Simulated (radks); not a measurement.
The numbers below are computed, except where a source is named.
Question: Coherent X-ray form factor from a spherical all-electron density. Level of theory: non-relativistic Kohn-Sham, Slater X-alpha with alpha = 0.667, spin-polarised, spherical densities, point nucleus (a radial shooting solver on a logarithmic mesh with Libxc functionals).

sin(theta)/lambda (1/angstrom),f0 (electrons)
0.05,61.929
0.1,59.266
0.15,55.929
0.2,52.434
0.25,48.988
0.3,45.719
0.4,39.977
0.5,35.269
0.6,31.312
0.8,25.005
1,20.585
1.25,17.128
1.5,14.863
2,11.190

The species is in the configuration that NIST lists as its ground one. Which atom or ion scatters so?

Answer: The gadolinium ion Gd+, [Xe] 4f7 5d1 6s1. Extrapolating in s^2 from the first two rows gives f0(0) = 62.8, near the electron count 63; among species with that count, the fall with angle is slower the higher Z, and the table is that of Z = 64; from so few rows the species is fixed only to a neighbour or two.
